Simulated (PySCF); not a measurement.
# Continuum solvent and chemical shifts

Atom-mapped SMILES (the numbers label the heavy atoms): `[CH2:1]1[CH2:2][CH2:3][C@H:4]2[CH2:5][C@H:6]2[CH2:7]1`. Each H is labelled by its parent atom. Ha(C5) is cis to C3 on the ring; Ha(C1), Ha(C2), Ha(C3), Ha(C7) are cis to C5 on the ring; Hb(C5) is trans to C3 on the ring; Hb(C1), Hb(C2), Hb(C3), Hb(C7) are trans to C5 on the ring.

GIAO PBE0/pcSseg-1 in PySCF 2.14.0 with density-fitted response routines on one PBE0-D3(BJ)/def2-SVP conformer, non-relativistic, equivalent nuclei averaged. Solvents enter as an IEF-PCM continuum (benzene with ε = 2.3, water with ε = 78.4) around the gas-phase geometry. Shifts are referred to TMS computed in the same medium.

Gas phase, δ in ppm: C3/C7 26.4, C1/C2 23.5, C5 13.0, C4/C6 11.2, Hb(C3)/Hb(C7) 1.75, Ha(C3)/Ha(C7) 1.53, Hb(C1)/Hb(C2) 1.10, Ha(C1)/Ha(C2) 0.98, H(C4)/H(C6) 0.69, Hb(C5) 0.59, Ha(C5) -0.10. Dipole moment 0.19 D.

Task: How does each δ change in the continuum?

Result: 
```tsv
atoms	environment	Δδ, benzene	Δδ, water
C3/C7	sp3 CH2 in a ring	+0.2	+0.5
C1/C2	sp3 CH2 in a ring	+0.2	+0.5
C5	three-membered-ring carbon	-0.1	-0.2
C4/C6	three-membered-ring carbon	+0.2	+0.4
Hb(C3)/Hb(C7)	hydrogen on an sp3 CH2 in a ring	+0.01	+0.02
Ha(C3)/Ha(C7)	hydrogen on an sp3 CH2 in a ring	-0.01	-0.02
Hb(C1)/Hb(C2)	hydrogen on an sp3 CH2 in a ring	0.00	-0.01
Ha(C1)/Ha(C2)	hydrogen on an sp3 CH2 in a ring	+0.01	+0.04
H(C4)/H(C6)	hydrogen on a three-membered-ring carbon	+0.02	+0.05
Hb(C5)	hydrogen on a three-membered-ring carbon	0.00	-0.01
Ha(C5)	hydrogen on a three-membered-ring carbon	+0.02	+0.06
```

Changes are relative to the gas phase. The dipole moment becomes 0.22 D in benzene, 0.25 D in water.

Task: Which nuclei move most (in ppm), and what does the model miss?

Result: C3/C7 (sp3 CH2 in a ring, +0.5 ppm) and C1/C2 (sp3 CH2 in a ring, +0.5 ppm) and C4/C6 (three-membered-ring carbon, +0.4 ppm) in water. A continuum only polarises the solute; specific hydrogen bonds, the anisotropy of aromatic solvents and changes of geometry or conformer are outside it.
